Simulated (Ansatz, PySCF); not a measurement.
C4H4Cl2, SMILES C=CC=C(Cl)Cl. Atoms are numbered in the order given.

```xyz
10

C     -0.4605    -3.2481     0.0000
C      0.1163    -2.0341     0.0000
C     -0.6346    -0.7923     0.0000
C     -0.1079     0.4475     0.0000
Cl     1.5995     0.7674     0.0000
Cl    -1.1029     1.8692     0.0000
H     -1.5486    -3.3649     0.0000
H      0.1392    -4.1610     0.0000
H      1.2069    -1.9500     0.0000
H     -1.7264    -0.8543     0.0000
```
Charge 0, spin multiplicity 1.

Geometry optimised at B3LYP-D3(BJ)/def2-SVP. One conformer was computed; it need not be the lowest.

Two levels are set side by side: PBE-D3(BJ)/def2-SVP (Ansatz, a program for electronic structure) and B3LYP-D3(BJ)/def2-SVP (Ansatz). Each level has its own optimised geometry; the coordinates shown are those of the second. Frequencies come from the Hessian of PySCF at each geometry. Differences are taken from unrounded values.

```tsv
quantity	B3LYP-D3(BJ)
mean bond length (Å)	1.332
bond C1–C2 (Å)	1.344
bond C2–C3 (Å)	1.451
bond C3–C4 (Å)	1.347
bond C4–Cl5 (Å)	1.737
bond C4–Cl6 (Å)	1.735
bond C1–H7 (Å)	1.094
bond C1–H8 (Å)	1.092
bond C2–H9 (Å)	1.094
bond C3–H10 (Å)	1.093
highest harmonic wavenumber (cm⁻¹)	3242
mean harmonic wavenumber (cm⁻¹)	1226
zero-point energy (kcal/mol)	42.05
```

**Question.** What does PBE-D3(BJ) give, and how far is it from B3LYP-D3(BJ)? (Estimate from the structure and the level; the computed values follow.)

**Answer.** 
```csv
quantity,PBE-D3(BJ),PBE-D3(BJ) minus B3LYP-D3(BJ)
mean bond length (Å),1.338,0.006
bond C1–C2 (Å),1.354,0.010
bond C2–C3 (Å),1.448,-0.003
bond C3–C4 (Å),1.360,0.013
bond C4–Cl5 (Å),1.736,-0.001
bond C4–Cl6 (Å),1.733,-0.002
bond C1–H7 (Å),1.102,0.008
bond C1–H8 (Å),1.100,0.008
bond C2–H9 (Å),1.103,0.009
bond C3–H10 (Å),1.102,0.008
highest harmonic wavenumber (cm⁻¹),3182,-60
mean harmonic wavenumber (cm⁻¹),1192,-34
zero-point energy (kcal/mol),40.89,-1.16
```

GGA bonds tend to be longer and softer than those of functionals with exact exchange. Differences between two approximate levels are no errors against the true value.
